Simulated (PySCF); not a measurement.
CAuClO, SMILES [O+]#[C-]->[Au][Cl], multiplicity 1. Geometry: PBE0-D3(BJ)/def2-SVP. The multiplicity is an assumed one; other spin states were not compared. The isomer is the one that the SMILES or the coordinates give; other isomers of the formula were not compared. The def2 effective core potentials stand for the cores of Au; spin–orbit coupling is left out.

Computed equilibrium geometry at PBE0-D3(BJ)/def2-SVP (PySCF confirms it by a frequency run) as Cartesian coordinates in Å, and its point group:
point group C∞v.
```xyz
4

Au     0.0000     0.0000     0.0240
Cl     0.0000     0.0000    -2.2283
O      0.0000     0.0000     3.0553
C      0.0000     0.0000     1.9237
```
Charge 0, spin multiplicity 1.
